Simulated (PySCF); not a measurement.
HNaO, charge +1, doublet, geometry from GFN2-xTB (such geometries of metal compounds can be far from the true shape) (a state made from the parent by changing its charge; the spin is typed, not shown lowest); M062X/6-31G run with PySCF.

PySCF was given this input:
```python
from pyscf import gto, scf, dft

mol = gto.M(
    atom='''
Na   -0.00000000   -0.00000000   -0.98015460
O     0.00000000    0.00000000    1.08981044
H     0.00000000    0.00000000    2.06321711
''',
    basis='6-31g',
    charge=1,
    spin=1,
    verbose=4,
)

mf = dft.ROKS(mol)
mf.xc = 'm062x'
mf.kernel()
mf.analyze()
```

Question: What does PySCF print? Leave out banner, timings and long lists.

Answer: 
```
PySCF version 2.14.0

[INPUT] verbose = 4
[INPUT] num. atoms = 3
[INPUT] num. electrons = 19
[INPUT] charge = 1
[INPUT] spin (= nelec alpha-beta = 2S) = 1
[INPUT] symmetry False subgroup None
[INPUT] Mole.unit = angstrom
[INPUT] Symbol           X                Y                Z      unit          X                Y                Z       unit  Magmom
[...]
nuclear repulsion = 28.758541083268
number of shells = 14
number of NR pGTOs = 72
number of NR cGTOs = 24
basis = 6-31g
ecp = {}

******** <class 'pyscf.dft.roks.ROKS'> ********
method = ROKS
initial guess = minao
damping factor = 0
level_shift factor = 0
DIIS = <class 'pyscf.scf.diis.CDIIS'>
diis_start_cycle = 1
diis_space = 8
diis_damp = 0
SCF conv_tol = 1e-09
SCF conv_tol_grad = None
SCF max_cycles = 50
direct_scf = True
direct_scf_tol = 1e-13
num. doubly occ = 9  num. singly occ = 1
XC library pyscf.dft.libxc version 7.1.2
    S. Lehtola, C. Steigemann, M. J. T. Oliveira, and M. A. L. Marques,  SoftwareX 7, 1–5 (2018)
XC functionals = m062x
    Y. Zhao and D. G. Truhlar,  Theor. Chem. Acc. 120, 215 (2008)
    Y. Zhao and D. G. Truhlar,  Theor. Chem. Acc. 120, 215 (2008)
radial grids:
    Treutler-Ahlrichs [JCP 102, 346 (1995); DOI:10.1063/1.469408] (M4) radial grids

becke partition: Becke, JCP 88, 2547 (1988); DOI:10.1063/1.454033
pruning grids: <function nwchem_prune>
grids dens level: 3
symmetrized grids: False
atomic radii adjust function: <function treutler_atomic_radii_adjust>
small_rho_cutoff = 0
Set gradient conv threshold to 3.16228e-05
tot grids = 41992
init E= -237.805256262334
[...]
cycle= 1 E= -237.745271665788  delta_E= 0.06  |g|= 0.181  |ddm|= 0.923
[...]
cycle= 2 E= -237.751894636346  delta_E= -0.00662  |g|= 0.0946  |ddm|= 0.148
[...]
cycle= 3 E= -237.753724535203  delta_E= -0.00183  |g|= 0.0282  |ddm|= 0.0583
[...]
cycle= 4 E= -237.753884857472  delta_E= -0.00016  |g|= 0.00114  |ddm|= 0.0127
[...]
cycle= 5 E= -237.753885600426  delta_E= -7.43e-07  |g|= 0.000269  |ddm|= 0.00144
[...]
cycle= 6 E= -237.753885724216  delta_E= -1.24e-07  |g|= 8.05e-05  |ddm|= 0.000547
[...]
cycle= 7 E= -237.753885804363  delta_E= -8.01e-08  |g|= 7.8e-05  |ddm|= 0.00055
[...]
cycle= 8 E= -237.753885937752  delta_E= -1.33e-07  |g|= 7.54e-05  |ddm|= 0.000941
[...]
cycle= 9 E= -237.753887617228  delta_E= -1.68e-06  |g|= 3.12e-05  |ddm|= 0.0185
[...]
cycle= 10 E= -237.753887770395  delta_E= -1.53e-07  |g|= 1.44e-05  |ddm|= 0.00639
[...]
cycle= 11 E= -237.753887773805  delta_E= -3.41e-09  |g|= 8.18e-06  |ddm|= 0.000702
[...]
cycle= 12 E= -237.753887774613  delta_E= -8.08e-10  |g|= 1.55e-06  |ddm|= 0.000556
[...]
Extra cycle  E= -237.753887774615  delta_E= -1.93e-12  |g|= 3.67e-07  |ddm|= 1.82e-06
converged SCF energy = -237.753887774615
**** SCF Summaries ****
Total Energy =                        -237.753887774615038
Nuclear Repulsion Energy =              28.758541083268003
One-electron Energy =                 -384.490955818539078
Two-electron Energy =                  117.978526960656012
Two-electron Coulomb Energy =          141.111247046075817
DFT Exchange-Correlation Energy =      -23.132720085419809
HOMO-LUMO gap [eV] =                     8.291245131584876
**** MO energy ****
                Roothaan           | alpha              | beta
[...]
 ** Mulliken pop on meta-lowdin orthogonal AOs  **
 ** Mulliken pop  **
[...]
 ** Mulliken atomic charges  **
charge of    0Na =      0.94460
charge of    1O =     -0.33447
charge of    2H =      0.38987

WARN: System has nonzero charge 1; the dipole moment is origin-dependent.
Location of origin: [0. 0. 0.]

Dipole moment(X, Y, Z, Debye): -0.00000, -0.00000, -1.88545
```
